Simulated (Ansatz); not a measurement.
```yaml
crystal:
  periodic: [false, false, false]
  atoms:
    - {symbol: F, position_ang: [-0.848917, -0.082193, 1.663993]}
    - {symbol: Mo, position_ang: [0.040030, -0.059422, 0.064946]}
    - {symbol: F, position_ang: [1.593475, -1.025876, 0.086587]}
    - {symbol: S, position_ang: [-1.212945, -0.823386, -1.418063]}
    - {symbol: S, position_ang: [0.478358, 1.917177, -0.438863]}
basis:
  gaussian: {orbitals: def2-mTZVPP, fitting: {mean_field: cc-pVTZ-jkfit}}
hamiltonian: {xc: {name: rPW86-PBE}}
output: {forces: true}
```

```sh
$ ansatz run in.yaml --threads 4 --pin off --events-out ev --progress --plain --max-ram 10444MiB
```

Task: How does Ansatz answer? (An estimate is asked.)

Result: Ansatz gave: The input was rejected before any iteration.
```
Functional definition: rPW86-PBE
Error: <dir> the basis set cc-pVTZ-JKFIT has no functions for Mo
```
